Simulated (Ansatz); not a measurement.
Ansatz (a program for electronic structure) input (RI-MP2/aug-cc-pV(T+d)Z):
A basis named .json is the Basis Set Exchange file of that set.

Ansatz 0.2 input:
```yaml
crystal:
  periodic: [false, false, false]
  atoms:
    - {symbol: B, position_ang: [-0.00550880, 0.35701391, 0.00372304]}
    - {symbol: F, position_ang: [-0.02578450, 1.67103857, 0.01742605]}
    - {symbol: Cl, position_ang: [-1.51690204, -0.51801619, -0.03810396]}
    - {symbol: Cl, position_ang: [1.53217289, -0.47165538, 0.02778339]}
basis:
  gaussian:
    orbitals: aug-cc-pV_T+d_Z.json
    fitting: {mean_field: def2-universal-jkfit, correlation: aug-cc-pVTZ-RIFIT.json}
magnetization: {spin_polarized: true, initial_magnetization: 2}
correlation: {method: mp2, electrons: outside_noble_gas}
```

End of the output:

```
integrals: 0.17 GiB planned
408 factors; integrals over basis functions are off by at most 1.4e0 eV
506 factors; integrals over basis functions are off by at most 7.7e-1 eV
mean field: 0.62 GiB planned
mean field evaluation 1: about -28381.9582 eV, gradient 2.0e1 eV
mean field evaluation 2: about -28383.5184 eV, gradient 1.3e1 eV
mean field evaluation 4: about -28384.0850 eV, gradient 9.6e-1 eV
mean field evaluation 8: about -28384.1072 eV, gradient 9.3e-2 eV
mean field evaluation 16: about -28384.1077 eV, gradient 1.2e-4 eV
mean field evaluation 32: about -28384.1077 eV, gradient 2.2e-6 eV
mean field evaluation 64: about -28382.9472 eV, gradient 2.6e0 eV
mean field evaluation 96: about -28382.1696 eV, gradient 3.4e0 eV
mean field evaluation 128: about -28384.3580 eV, gradient 2.6e-2 eV
mean field evaluation 160: about -28384.1077 eV, gradient 2.1e-2 eV
mean field -28384.40203912 eV, -1043.1075352991 hartree, gradient 1.4e-6 eV, S^2 2.023365; 20 other end points of the search recorded, 0 dependent functions left out
12 core orbitals not correlated
reference -28384.40203912 eV, -1043.1075352991 hartree; 13, 11 occupied and 177, 179 virtual orbitals, 506 factors
second order -19.37979596 eV of doubles, -0.00000000 eV of singles
Total energy: -28403.78183508 eV, -1043.8197296645 hartree
```

This state (charge 0, triplet) is run at the relaxed geometry of the species with charge 0 and multiplicity 1, and is a spin state other than that species' own.
